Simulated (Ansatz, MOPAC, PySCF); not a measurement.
Lewis adduct: AlH3 (SMILES [AlH3]) (first 4 atoms) with C2H6O (SMILES COC); geometry from B3LYP-D3(BJ)/def2-TZVP, rigid monomers moved along the line of their centres of mass till Al1···O6 is 2.78 Å.
(charge 0, multiplicity 1):
```xyz
13

Al     0.0753    -0.2123     0.6521
H     -1.4449    -0.3797     0.1993
H      0.7371     1.2098     0.3630
H      1.0151    -1.5001     0.6271
C      0.3174    -0.9283     4.3634
O     -0.2598    -0.0357     3.4034
C     -1.0612     1.0067     3.9715
H     -0.4761    -1.4201     4.9294
H      0.9683    -0.3689     5.0383
H      0.8924    -1.6603     3.8050
H     -1.8943     0.5691     4.5242
H     -1.4374     1.6084     3.1491
H     -0.4483     1.6217     4.6327
```

Counterpoise-corrected where a basis set is named; no monomer relaxation. Rows marked so take none.

Frozen-core correlation. Rows in 6-311+G** carry no dispersion term and start afresh at each structure. The state reached by PM7 isn't checked; PM7 holds dispersion and hydrogen-bond terms.

Programs: Ansatz (a program for electronic structure) with Gaussian orbitals; MOPAC for PM7 (differences of heats of formation); PySCF for 6-311+G** rows. Each number belongs to the level named beside it.

Task: What is the computed interaction energy (PM7)?

Result: 175 meV

Task: What interaction energy does CCSD(T)/aug-cc-pV(D+d)Z give?

Result: -581 meV

Task: Estimate the interaction energy that B3LYP/6-311+G** (no counterpoise) returns for this input.

Result: -551 meV
